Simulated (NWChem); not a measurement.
## Lowest excitation of isocyanic acid (CHNO)

```
C
O 1 1.1649
N 1 1.2104 2 172.97
H 3 1.0086 1 128.31 2 180.00
```
Charge 0, spin multiplicity 1.

The numbers come from NWChem runs, not from measurements. All single points use one geometry, from PBE0/def2-SVP, a minimum by its harmonic frequencies.

Basis set: aug-cc-pVDZ.

```json
[
 {"method": "EOM-CCSD", "lowest vertical singlet excitation energy (eV)": "6.75", "relative cost": "3", "difference from EOM-CCSD": "0.00"},
 {"method": "TD-CAM-B3LYP", "lowest vertical singlet excitation energy (eV)": "6.56", "relative cost": "under 3", "difference from EOM-CCSD": "-0.19"},
 {"method": "CIS", "lowest vertical singlet excitation energy (eV)": "7.12", "relative cost": "under 3", "difference from EOM-CCSD": "+0.37"},
 {"method": "TD-B3LYP", "lowest vertical singlet excitation energy (eV)": "6.57", "relative cost": "under 3", "difference from EOM-CCSD": "-0.18"},
 {"method": "TD-PBE", "lowest vertical singlet excitation energy (eV)": "6.52", "relative cost": "1", "difference from EOM-CCSD": "-0.23"}
]
```

The values span 0.60 eV, from TD-PBE (lowest) to CIS (highest). Costs are rough ratios of processor time within this set of runs, SCF included, with TD-PBE as 1.

The correlated methods keep 3 core orbitals frozen. B3LYP has NWChem's definition, with VWN1-RPA local correlation. GW and range-separated runs recompute their integrals, the others keep them in memory, which bears on the times. No row is a measurement; the coupled-cluster row has its own basis-set and correlation limits.
